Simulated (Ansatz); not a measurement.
`COB(C)S` + H₂ → `CBOC` + H₂S at 700 K and 1 bar (hydrogenolysis of a B–S bond).

Calculated with Ansatz (gas phase, PBE0-D4/def2-TZVP geometries, no zero-point term in ΔE). CCSD(T)/CBS is the MP2 limit (def2-TZVPP, def2-QZVPP) plus CCSD(T) − MP2 in def2-TZVPP, frozen cores. This one scheme is used for every species. One conformer a species, not always the lowest.

| species | CCSD(T)/CBS energy (Eh) | H − E (kJ/mol) | S (J/(mol·K)) |
| --- | --- | --- | --- |
| `COB(C)S` | -578.14380 | 327.5 | 475.0 |
| H₂ | -1.17544 | 46.8 | 155.3 |
| `CBOC` | -180.32625 | 309.3 | 410.5 |
| H₂S | -398.97279 | 64.8 | 236.9 |

H − E and S are ideal-gas, rigid-rotor, harmonic terms from PBE0-D4/def2-TZVP, for one conformer and one mirror image of each species. The MP2-based limit puts H₂ 0.8 mEh under its directly extrapolated value; such offsets cancel only in part. 1 Eh = 2625.50 kJ/mol, R = 8.31446 J/(mol·K).

Problem. By hand: ΔE, ΔH, ΔS and ΔG.

Solution. ΔE = (-180.32625) + (-398.97279) − (-578.14380) − (-1.17544) = 0.02020 Eh = 53.0 kJ/mol. Δ(H − E) = 309.3 + 64.8 − 327.5 − 46.8 = -0.2, so ΔH = 52.8 kJ/mol. ΔS = 410.5 + 236.9 − 475.0 − 155.3 = 17.1 J/(mol·K). ΔG = 52.8 − 700 × (17.1)/1000 = 40.8 kJ/mol.

Problem. By hand: the equilibrium constant, and the temperature at which ΔG would vanish if ΔH and ΔS stayed fixed.

Solution. log₁₀ K = −ΔG/(RT ln 10) = -3.0. ΔG = 0 at ΔH/ΔS = 3088 K, far beyond where these terms or the molecules hold.

ΔH outweighs TΔS. A doubt of 5 kJ/mol in ΔE shifts log₁₀ K by 0.4 here. Other conformers and mirror images would add mixing entropy, several J/(mol·K) or more a flexible species. Modes under 60 cm⁻¹, often nearly free rotors, make the harmonic entropy too high. These are equilibria of isolated gas molecules and say nothing of rates. Largest T1 diagnostic: 0.012 (customary marks: 0.02 for closed shells, 0.045 for open ones).
